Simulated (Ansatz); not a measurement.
```yaml
crystal:
  periodic: [false, false, false]
  atoms:
    - {symbol: C, position_ang: [-1.981798, -0.030768, 0.070809]}
    - {symbol: Al, position_ang: [-0.372393, -1.112238, 0.385945]}
    - {symbol: C, position_ang: [1.017521, 0.749763, 1.282778]}
    - {symbol: O, position_ang: [1.742980, 1.633413, 0.974258]}
    - {symbol: Al, position_ang: [1.938809, 0.629260, -0.806522]}
    - {symbol: H, position_ang: [-2.846478, -0.401572, 0.710491]}
    - {symbol: H, position_ang: [-2.325053, -0.993265, -0.690672]}
    - {symbol: H, position_ang: [-2.361526, 0.918791, -0.128777]}
    - {symbol: H, position_ang: [0.321275, -1.920323, 1.016853]}
    - {symbol: H, position_ang: [3.087395, -0.242064, -0.933966]}
    - {symbol: H, position_ang: [1.321115, 1.209788, -1.837035]}
basis:
  gaussian: {orbitals: def2-mTZVP, nuclear_model: gaussian}
hamiltonian: {xc: {name: wB97}}
accuracy: high
charge: 1
output: {forces: true}
```

```sh
$ ansatz run in.yaml --threads 4 --pin off --events-out ev --progress --plain --max-ram 10444MiB
```

It prints (some lines left out):

```
Error: YAML parse error: error: line 19 column 1: unknown field `charge`, expected one of crystal, accuracy, basis, kpoints, hamiltonian, magnetization, projection, total_charge, correlation, batch, efield, external_charges, scf, relax, neb, saddle, md, ramp, phonons, dielectric, real_time, elastic, magnetic_configurations, gw, evaluate, workflow, output, checkpoint, execution
17 | hamiltonian: {xc: {name: wB97}}
18 | accuracy: high
19 | charge: 1
20 | output: {forces: true}
```

In this input the input holds a key that doesn't belong there. The program refused the input.
